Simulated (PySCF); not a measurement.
HNaO, SMILES [Na][OH].

Geometry: ωB97X-D3(BJ)/def2-TZVPD. The isomer is the one that the SMILES or the coordinates give; other isomers of the formula were not compared.

Two levels are set side by side: PBE/def2-TZVPD (PySCF) and ωB97X/def2-TZVPD (PySCF). Same geometry, gas phase. Differences are taken from unrounded values.

```
quantity                       PBE
---------------------------  -----
orbital gap (eV)              2.00
highest occupied level (eV)  -3.79
lowest empty level (eV)      -1.80
dipole moment (D)             6.55
mean polarisability (bohr³)   26.2
```

### Question
These are the PBE values. What does ωB97X give? (Estimate from the structure and the level; the computed values follow.)

### Answer

```tsv
quantity	ωB97X	PBE minus ωB97X
orbital gap (eV)	7.83	-5.84
highest occupied level (eV)	-7.79	3.99
lowest empty level (eV)	0.05	-1.84
dipole moment (D)	6.75	-0.20
mean polarisability (bohr³)	20.4	5.9
```

Without exact exchange PBE keeps part of each electron's self-repulsion, which lifts occupied levels and narrows the gap. PBE's more diffuse valence density responds more strongly to a field. Differences between two approximate levels are no errors against the true value.

Rough cost on one machine, each run with all the roots and properties that it gave: ωB97X against PBE within a factor of 2.
